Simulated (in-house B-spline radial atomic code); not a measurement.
Settings and results of a run for Tl V (Tl4+) (with a hole in an inner shell). Method: Dirac-Kohn-Sham LDA VWN5, spherical fractional occupations, Fermi nucleus of rms radius 5.4759 fm. Calculated with a radial B-spline atomic code at the basis-set limit.

In the input, a minus or plus after the letter marks the j = l - 1/2 or j = l + 1/2 subshell.

Command:
```bash
python run_scf.py task.json out
```
Settings (nuclear radius in fm, mass in u):
```
Z                81
configuration    1s2 2s2 2p6 3s2 3p-2 3p+3 3d10 4s2 4p6 4d10 4f14 5s2 5p6 5d-3 5d+6 6s1
hamiltonian      dirac
method           lda,vwn
spin_polarised   False
nucleus          fermi
rms_radius       5.4759
atomic_mass      204.97443
speed_of_light   137.035999084
```

Output (hartree, bohr):
```
 radial grid: 73 intervals, B-splines of order 8, outer radius 40.8511 bohr

 iter        energy (Eh)    residual
    1      -20156.140296    7.64e-01
    2      -20158.085386    3.53e-01
    3      -20161.081133    5.31e-02
    4      -20161.139692    1.45e-02
    5      -20161.143883    7.23e-03
    6      -20161.144910    1.78e-03
    7      -20161.144952    9.32e-04
    8      -20161.144968    2.57e-05
    9      -20161.144968    2.36e-07

 total energy                    -20161.14497
 kinetic                           23347.6030
 electron-nucleus                 -50754.3795
 Hartree                            7611.2039
 exchange-correlation               -365.5724

 first-order corrections (not in the total)
   Gaunt                            26.2199
   retardation                      -2.7668
   frequency dependence             -0.5010
   self-energy                      19.9263
   Uehling                          -4.1717
   Wichmann-Kroll                    0.1888
   recoil                            0.0324

 orbital      occ     eigenvalue          <r>       <r^2>       <1/r>     <1/r^2>       r_max    small
 1s1/2      2.000     -3142.7362    0.0163328 0.000369483     99.2806     24765.1     0.01004  9.50e-02
 2s1/2      2.000      -563.0128    0.0680843  0.00555065     24.5193     3567.25     0.05839  2.19e-02
 2p1/2      2.000      -541.1859    0.0558705  0.00390844     24.4953     1128.35     0.04277  2.20e-02
 2p3/2      4.000      -465.2456    0.0646536   0.0050898     19.6958     530.825     0.05038  1.94e-02
 3s1/2      2.000      -137.0691     0.176654   0.0358335     9.02108     823.599      0.1641  7.39e-03
 3p1/2      2.000      -127.1644     0.166918   0.0325359     8.94113     266.505      0.1528  7.34e-03
 3p3/2      3.000      -110.1748     0.182865   0.0388239      7.6852     127.327      0.1681  6.59e-03
 3d3/2      4.000       -93.7177     0.158807   0.0295868     7.58619     72.2024      0.1305  6.48e-03
 3d5/2      6.000       -90.0747     0.163647   0.0312883     7.30418     65.7809      0.1347  6.28e-03
 4s1/2      2.000       -32.3959     0.389028    0.171018     3.84999     215.977      0.3676  2.56e-03
 4p1/2      2.000       -28.0881     0.389856    0.173133     3.74674     68.8395      0.3647  2.47e-03
 4p3/2      4.000       -23.8936     0.423858    0.204233     3.30588     32.9978      0.3959  2.18e-03
 4d3/2      4.000       -16.8135      0.42761    0.211284     3.11787     17.6418      0.3862  1.99e-03
 4d5/2      6.000       -16.0212     0.438511    0.221966     3.01752     16.0393      0.3957  1.91e-03
 4f5/2      6.000        -6.8501      0.44896    0.240977     2.70164     9.00552      0.3467  1.58e-03
 4f7/2      8.000        -6.6659     0.455063    0.247517     2.66309     8.73105      0.3511  1.54e-03
 5s1/2      2.000        -6.8712     0.859979    0.828565     1.61052     47.5019      0.7972  6.99e-04
 5p1/2      2.000        -5.3802     0.915533    0.944309      1.4937     14.0341       0.834  6.17e-04
 5p3/2      4.000        -4.5749      1.00229      1.1317     1.33317     6.76043      0.9089  5.25e-04
 5d3/2      3.000        -2.4677      1.22306     1.71479     1.07162      2.7498       1.046  3.52e-04
 5d5/2      6.000        -2.3656      1.25962     1.81864     1.03617      2.4841       1.076  3.33e-04
 6s1/2      1.000        -1.8299      2.00231     4.45936    0.646692     8.32261       1.837  1.46e-04
```

Run time, properties included: 1.1 s on 1 thread of x86-64 server CPU (shared host).

For the Dirac Hamiltonian the kinetic term is c α·p + (β - 1)c².
